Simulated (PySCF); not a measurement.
## How exact exchange moves a shielding

Molecule: `O[SiH2]C#C[SiH3]`, C$_{2}$H$_{6}$OSi$_{2}$.

Bonds (- single, = double, # triple, : aromatic): O1-Si2 1.660 Å, Si2-C3 1.841 Å, C3#C4 1.225 Å, C4-Si5 1.836 Å. O1 carries H6; Si2 carries H7, H8; Si5 carries H9, H10, H11.

GIAO shieldings (ppm, equivalent atoms averaged) in PySCF 2.14 on the PBE0-D3(BJ)/def2-SVP geometry, basis pcSseg-2, gas phase, non-relativistic:

```tsv
functional	exact exchange (%)	σ(O1)	σ(Si2)	σ(Si5)	σ(C3)
BLYP	0	291.5	368.7	417.2	53.3
BP86	0	296.2	375.0	425.3	56.6
PBE	0	296.2	375.3	427.5	56.0
B3LYP	20	297.5	380.6	426.4	56.0
PBE0	25	302.9	390.6	438.5	59.5
BHandHLYP	50	303.9	399.5	440.9	60.0
HF	100	312.0	435.6	469.4	67.6
```

Q: Fit each shielding as a line in the percentage of exact exchange.

A: σ(O1) = 295.2 + 0.17 x (rms 2.0 ppm); σ(Si2) = 372.1 + 0.62 x (rms 3.2 ppm); σ(Si5) = 422.5 + 0.45 x (rms 4.3 ppm); σ(C3) = 55.1 + 0.12 x (rms 1.3 ppm). The functionals also differ in their semilocal parts, which the line can't hold; Hartree–Fock has no correlation at all.

Q: What does the line predict for mPW1PW91 (25 %), and what does the run give?

A: σ(O1): 299.4 predicted, 302.4 computed; σ(Si2): 387.6 predicted, 390.0 computed; σ(Si5): 433.8 predicted, 436.6 computed; σ(C3): 58.1 predicted, 59.1 computed ppm.
